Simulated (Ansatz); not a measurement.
The same path of CH5NOSi (9 atoms, charge 0, multiplicity 1) was run 3 times with different band settings. Lost on the way: N1–H5. Made: O3–H5.

These are results of RKS B3LYP/def2-SVP (Ansatz 0.2.0), not measurements.

Relaxed end points:

```xyz
9
Properties=species:S:1:pos:R:3
N 0.491 1.371 -0.608
C 0.583 0.014 -0.518
O 1.390 -0.642 -1.156
Si -0.610 -0.942 0.672
H 1.124 1.860 -1.236
H -0.182 1.907 -0.076
H -1.383 -1.910 -0.151
H 0.231 -1.668 1.662
H -1.557 -0.035 1.394
```

```xyz
9
Properties=species:S:1:pos:R:3
N 0.221 1.677 -0.409
C 0.375 0.416 -0.383
O 1.326 -0.157 -1.156
Si -0.581 -0.892 0.641
H 1.763 0.569 -1.640
H -0.525 1.987 0.217
H -1.251 -1.858 -0.273
H 0.360 -1.621 1.535
H -1.599 -0.167 1.452
```

Common settings: spring 5.0 eV/Å²; optimiser quadratic models (default); force threshold 0.05 eV/Å; iteration limit 60; end points relaxed.

| run | movable images | climbing image | start path |
| --- | --- | --- | --- |
| 1 | 5 | yes | through a guess of the saddle point |
| 2 | 3 | no | through a guess of the saddle point |
| 3 | 5 | yes | straight line |

Task: What does each run give, and how far can it be trusted?

Result: Run 1: converged after 8 iterations, highest image 1.885 eV above the first end. A vibrational analysis at the climbing image gives one clearly imaginary mode, 1890i cm⁻¹: a first-order saddle point.
Run 2: converged after 9 iterations, highest image 1.772 eV above the first end. Neighbouring images differ by up to 1.5 eV, so the band resolves the path poorly. No image climbed, so the highest image needn't sit at the top of the path. So few images can step over the top or miss a turn of the path.
Run 3: converged after 9 iterations, highest image 1.884 eV above the first end. Another band between the same ends (5 images) ends at a top of the same energy, where a vibrational analysis finds 1 clearly imaginary mode.
The orbitals stay closed-shell, which can raise the energy where a bond breaks towards radicals; this wasn't checked here.
